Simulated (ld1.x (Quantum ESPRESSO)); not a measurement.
# Configuration tests for Ga (PAW)

```json
{"Element": "gallium (Ga)", "Generator": "ld1.x (Quantum ESPRESSO) 7.5", "Type": "PAW", "Functional": "BLYP", "Relativity": "scalar-relativistic", "Frozen core": "[Ar]", "Valence charge": "13", "Reference configuration": "3d10 4s2 4p0 (charge +1)", "Partial waves": "4s (bound): rcut 1.75, rcutus 2.00 bohr; 4s channel at -0.2 Ry: rcut 1.75, rcutus 2.00 bohr; 4p (bound, empty): rcut 1.85, rcutus 2.40 bohr; 4p channel at 4.2 Ry: rcut 1.85, rcutus 2.40 bohr; 3d (bound): rcut 1.25, rcutus 1.45 bohr; 3d channel at 1.15 Ry: rcut 1.25, rcutus 1.45 bohr", "Local potential": "all-electron potential smoothed inside 1.60 bohr (lloc = -1)", "Core correction": "Bessel-smoothed model core, default radius (core density twice the valence density)", "Augmentation charge": "BG, radius 1.10 bohr"}
```

Energies are relative to the spin-unpolarised reference configuration 3d10 4s2 4p0; without spin polarisation the order of configurations can differ from experiment. Not all tests gave a result: test run stopped at test 4 of 7 (negative rho).

| valence configuration | charge | ΔE all-electron (eV) | error AE − PS (meV) |
| --- | --- | --- | --- |
| 3d10 4s2 4p1 | 0 | -5.669 | +1.4 |
| 3d10 4s1 4p0 | +2 | 21.239 | +2.4 |
| 3d10 4s0 4p0 | +3 | 52.786 | -3.6 |
